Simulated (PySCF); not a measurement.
# Dipole response of Cs⁺ (caesium, charge +1)

[Xe], closed-shell 1S. Computed with PySCF 2.14 in ANO-RCC-VTZP, with scalar relativity by spin-free X2C-1e. Coupled (time-dependent) response in atomic units; α is the mean over directions. The basis has no added diffuse functions, which lowers α and C₆.

```csv
method,mean α (bohr³),C₆ (like pair),S(−4)
LC-wPBE,13.25,105.8,25.87
MN15,13.64,106.1,30.53
```

S(−4) is the Cauchy moment in α(ω) = α(0) + S(−4) ω² + …

α(iu) at MN15:

| u (hartree) | α(iu) (bohr³) |
| --- | --- |
| 0 | 13.64 |
| 0.0500 | 13.56 |
| 0.100 | 13.34 |
| 0.200 | 12.55 |
| 0.300 | 11.46 |
| 0.500 | 9.155 |
| 0.750 | 6.786 |
| 1.00 | 5.109 |
| 1.50 | 3.126 |
| 2.00 | 2.102 |
| 3.00 | 1.150 |
| 5.00 | 0.5070 |

A single London oscillator, α(iu) = α/(1 + u²/ω²), gives C₆ = (3/4) ω α². Matching the computed C₆ needs ω = 4 × 106.1 / (3 × 13.64²) = 0.760 hartree.

For an ion, C₆ is the dispersion term alone; charge-induced terms of lower order in 1/R come first.

Spin-orbit coupling, which splits the p, d and f shells strongly at this Z, is absent.
